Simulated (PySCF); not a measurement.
Species: C₃H₈Al (charge -1).
Geometry (PBE0-D3(BJ)/def2-SVP, Å), atoms numbered from 1 in this order:
```xyz
12
C3H8Al angstrom
C     -0.7598    1.1637   -0.7772
C     -0.2386    0.1329   -0.0913
C     -1.1629   -0.7469    0.7070
Al     1.7585   -0.2669   -0.0771
H     -1.8434    1.3873   -0.7818
H     -0.1300    1.8377   -1.3717
H     -0.8862   -0.7346    1.7770
H     -1.0709   -1.8026    0.3933
H     -2.2305   -0.4570    0.6263
H      2.5332    0.8359   -1.0204
H      2.2936   -0.1880    1.4828
H      1.9921   -1.7997   -0.6438
```

Theory: PySCF, PBE0-D3(BJ)/def2-SVP geometry optimisation, gas phase.

(1) Which atoms are bound to Al4, and at what distances?

(2) List the angles at Al4.

(3) What is the shape at Al4?

(4) What are the other bond lengths?

(5) Give some angles away from the centre.

(6) What are the rotational constants (commonest isotopes, rigid rotor)?

## Answers

(1) 4 atoms: H10 1.645 Å, H12 1.651 Å, H11 1.651 Å, C2 2.037 Å. The nearest atom not counted as bound is C1, at 2.98 Å.

(2) 
```tsv
angle	degrees	distance of the outer atoms (Å)
H10–Al4–H12	111.0	2.72
H10–Al4–H11	110.9	2.72
C2–Al4–H10	109.0	3.01
H11–Al4–H12	108.8	2.69
C2–Al4–H12	108.6	3.00
C2–Al4–H11	108.4	3.00
```

(3) Tetrahedral: angles from 108.4° to 111.0°; τ4 = (360° − α − β)/141° = 0.98 with α and β the two widest (0 for a square, 1 for a tetrahedron).

(4) C1=C2 1.343 Å; C2–C3 1.505 Å; C1–H5 1.106 Å; C1–H6 1.097 Å; C3–H7, C3–H8, C3–H9 1.107 Å.

(5) C1–C2–C3 118.8°, C1–C2–Al4 122.3°, C3–C2–Al4 118.9°.

(6) A = 8507, B = 3772, C = 2761 MHz: an asymmetric top.

Point group: Cs (every atom within 0.08 Å of its image). Charge -1, singlet. The geometry's basis has no diffuse functions, a weakness for an anion. Whether it is a minimum is left open (no frequencies).
